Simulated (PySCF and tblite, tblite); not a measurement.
One step of a conformer study of C9H16OSi, numbered as in [CH3:1][Si:2]([CH3:3])([CH3:4])[C@@H:5]1[CH2:6][CH2:7][CH:8]=[CH:9][C:10]1=[O:11]: GFN2-xTB geometry optimisation, gas phase in tblite; conformer with 6-ring envelope (ring torsions 54, -25, -4, 4, 25, -54°); -42°.

Torsions listed: C1–Si2–C5–C6. The 6-ring runs over atoms 5–6–7–8–9–10.

Input:

```
{"job": {"xc": "GFN2-xTB", "basis": "xTB", "kind": "relax"}, "charge": 0, "multiplicity": 1}
C     -1.954200    -1.565300     1.132000
Si    -1.403000    -0.397200    -0.247800
C     -2.163500     1.281400     0.018000
C     -1.919200    -1.119700    -1.896200
C      0.540200    -0.251500    -0.160600
C      1.048100     0.119800     1.233700
C      2.581000     0.171200     1.284600
C      3.169300     0.950300     0.154000
C      2.503300     1.226700    -0.975900
C      1.114900     0.720400    -1.193700
O      0.537500     1.051400    -2.231300
H     -3.046200    -1.731200     1.073600
H     -1.465600    -2.529000     1.057200
H     -1.733100    -1.141800     2.114000
H     -1.881500     1.715900     0.981900
H     -1.864100     1.980500    -0.758900
H     -3.263300     1.217800    -0.003700
H     -1.669500    -0.459500    -2.712200
H     -1.418800    -2.081200    -2.056600
H     -2.993900    -1.296700    -1.901000
H      0.913500    -1.240700    -0.429300
H      0.699200    -0.595500     1.987100
H      0.663600     1.109900     1.545200
H      2.881700     0.619100     2.234400
H      2.993400    -0.843100     1.274500
H      4.175200     1.298700     0.269700
H      2.935300     1.815600    -1.780500
```

Launched as:

```sh
OMP_NUM_THREADS=1 python ens_run.py task.json out
```

Output (atoms count from 0 there):

```
step      E/eV     max force
  0    -902.88253    1.436
  1    -902.94869    1.258
  2    -902.97502    0.403
  3    -902.99066    0.347
  4    -903.01198    0.342
  5    -903.01804    0.234
  6    -903.02472    0.229
  7    -903.03039    0.138
  8    -903.03230    0.110
  9    -903.03427    0.109
 10    -903.03557    0.092
 11    -903.03682    0.075
 12    -903.03773    0.063
 13    -903.03856    0.066
 14    -903.03942    0.084
 15    -903.04038    0.075
 16    -903.04134    0.056
 17    -903.04227    0.063
 18    -903.04326    0.066
 19    -903.04430    0.083
 20    -903.04516    0.072
 21    -903.04567    0.046
 22    -903.04596    0.037
 23    -903.04596    0.037
...
107    -903.06011    0.010
108    -903.06014    0.008
109    -903.06015    0.011
110    -903.06017    0.012
111    -903.06019    0.011
112    -903.06022    0.011
113    -903.06025    0.012
114    -903.06029    0.015
115    -903.06033    0.017
116    -903.06038    0.016
117    -903.06044    0.020
118    -903.06052    0.018
119    -903.06059    0.022
120    -903.06066    0.019
121    -903.06070    0.013
122    -903.06074    0.013
123    -903.06077    0.010
124    -903.06080    0.012
125    -903.06083    0.010
126    -903.06085    0.010
127    -903.06088    0.009
128    -903.06090    0.009
129    -903.06092    0.009
130    -903.06094    0.010
131    -903.06096    0.010
132    -903.06099    0.010
133    -903.06101    0.012
134    -903.06104    0.011
135    -903.06107    0.010
136    -903.06110    0.010
137    -903.06111    0.009
138    -903.06113    0.010
139    -903.06114    0.010
140    -903.06115    0.010
141    -903.06117    0.011
142    -903.06119    0.009
143    -903.06121    0.008
144    -903.06122    0.008
145    -903.06123    0.009
146    -903.06125    0.009
147    -903.06126    0.009
148    -903.06128    0.010
149    -903.06130    0.010
150    -903.06132    0.011
151    -903.06134    0.010
152    -903.06136    0.007
153    -903.06137    0.007
154    -903.06138    0.008
155    -903.06139    0.007
156    -903.06140    0.006
157    -903.06141    0.006
158    -903.06142    0.007
159    -903.06143    0.005
160    -903.06143    0.003
```

It took 2 s on 1 thread of Arm Neoverse V1 (shared host) (rough), launched as `OMP_NUM_THREADS=1 python ens_run.py task.json out`.
